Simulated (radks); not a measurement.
Problem. Successive ionisation energies (eV) of one element, from differences of total energies of ions in their ground configurations, starting at charge 0: 8.245, 20.394, 30.690, 41.581, 66.857, 82.211, 153.36, 185.25, 218.90, 254.18, 290.94, 341.53, 382.92, 425.78, 470.03, 515.56, 650.78, 693.84, 736.69, 794.54, 840.43, 886.07. All-electron calculation, scalar-relativistic Kohn-Sham, exchange-only LDA, spin-polarised, spherical densities, point nucleus; open shells are filled with parallel spins first. Program: a radial shooting solver on a logarithmic mesh with Libxc functionals. Which element is it?

Solution. Selenium (Z = 34). The first species listed is Se in [Ar] 3d10 4s2 4p4, the last Se21+ in [Ne] 3s2 3p1.
